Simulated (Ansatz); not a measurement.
Cartesian coordinates (Å):
```xyz
6

O      1.0139     0.8216     0.3886
B      0.0169    -0.0898     0.2319
O     -1.2443     0.3999     0.0950
H      1.8825     0.4225     0.4806
H      0.2393    -1.2687     0.2152
H     -1.9083    -0.2854    -0.0123
```
Charge 0, spin multiplicity 1.

The numbers are results of frozen-core CCSD(T)/cc-pVTZ // B3LYP-D3(BJ)/def2-TZVP (Ansatz, a quantum-chemistry and plane-wave program), not measurements.

The HF energy is -176.33466 Ha and the MP2 correlation energy is -0.58652 Ha.

Task: Estimate the CCSD correlation energy, the (T) correction, the total energy and the T1 diagnostic.

Result: 
| Quantity | Result |
|---|---|
| CCSD correlation energy | -0.59864 Ha |
| (T) correction | -0.02082 Ha |
| CCSD(T) total energy | -176.95411 Ha |
| T1 diagnostic | 0.013 |
